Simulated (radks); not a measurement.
The numbers below are computed, except where a source is named.
Valence configurations of neutral scandium (all share [Ar]). Level of theory: non-relativistic Kohn-Sham, TPSS, spin-polarised, spherical densities, point nucleus; open shells are filled with parallel spins first; meta-GGA in the generalised Kohn-Sham scheme (a radial shooting solver on a logarithmic mesh with Libxc functionals). Energies are relative to 3d1 4s2; eigenvalues in eV for spin up.

| valence | E (eV) | moment (Bohr magnetons) | e(3d) | e(4p) | e(4s) |
|---|---|---|---|---|---|
| 3d1 4s2 | 0.000 | 1 | -3.564 | - | -4.306 |
| 3d1 4s1 4p1 | 1.867 | 3 | -4.620 | -2.345 | -5.282 |
| 3d2 4s1 | 0.661 | 3 | -1.683 | - | -3.867 |
| 4s2 4p1 | 3.513 | 1 | - | -2.792 | -6.133 |
| 3d1 4s1.5 4p0.5 | 1.049 | 2 | -4.167 | -2.045 | -4.927 |
| 3d3 | 3.071 | 3 | -0.919 | - | - |
| 3d0.5 4s2 4p0.5 | 1.365 | 1 | -5.645 | -2.167 | -5.227 |
| 4s1 4p2 | 5.599 | 3 | - | -3.435 | -6.893 |
| 3d1.5 4s1.5 | 0.282 | 2 | -2.476 | - | -4.118 |
| 3d1 4p2 | 4.783 | 3 | -5.573 | -2.819 | - |

NIST lists [Ar] 3d1 4s2 as the ground configuration; this level of theory agrees among the configurations tried. The energies are those of spherical high-spin densities, not of single terms.
